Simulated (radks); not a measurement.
The numbers below are computed, except where a source is named.
Question: The lead ion Pb3+, [Xe] 4f14 5d10 6s1. Level of theory: non-relativistic Kohn-Sham, exchange-only LDA, spin-polarised, spherical densities, point nucleus (a radial shooting solver on a logarithmic mesh with Libxc functionals). Every spin shell is full or empty, so the densities are truly spherical. Functionals are evaluated on that one density, not self-consistently. Rank these exchange functionals by their error against the exact value of the orbitals, and give that value: LDA, revPBE, PW91, PW86, OPTX, WC, G96, revTPSS, SCAN, MS2, MVS.

Answer: Exact: -358.249 hartree. From best to worst, with 100 (|E| - |E exact|)/|E exact| (equal figures are ties): PW91 +0.03, SCAN +0.05, MVS +0.07, revPBE -0.27, PW86 -0.41, G96 +0.46, WC -0.63, MS2 -0.68, revTPSS -0.91, OPTX +1.92, LDA -3.77.
